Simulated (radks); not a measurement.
Results of a calculation; reference values are marked as such.
Question: Coherent X-ray form factor from a spherical all-electron density. Code: a radial shooting solver on a logarithmic mesh with Libxc functionals. Model: non-relativistic Kohn-Sham, r2SCAN, spin-polarised, spherical densities, point nucleus; meta-GGA in the generalised Kohn-Sham scheme.

sin(theta)/lambda (1/angstrom)  f0 (electrons)
0.05                                    77.897
0.1                                     75.031
0.15                                    71.231
0.2                                     67.105
0.25                                    62.994
0.3                                     59.079
0.4                                     52.154
0.5                                     46.472
0.6                                     41.774
0.8                                     34.165
1                                       28.009
1.25                                    22.141
1.5                                     18.248
2                                       14.125

The species is in the configuration that NIST lists as its ground one. Which atom or ion scatters so?

Answer: Neutral gold, [Xe] 4f14 5d10 6s1. Extrapolating in s^2 from the first two rows gives f0(0) = 78.9, near the electron count 79; among species with that count, the fall with angle is slower the higher Z, and the table is that of Z = 79; from so few rows the species is fixed only to a neighbour or two.
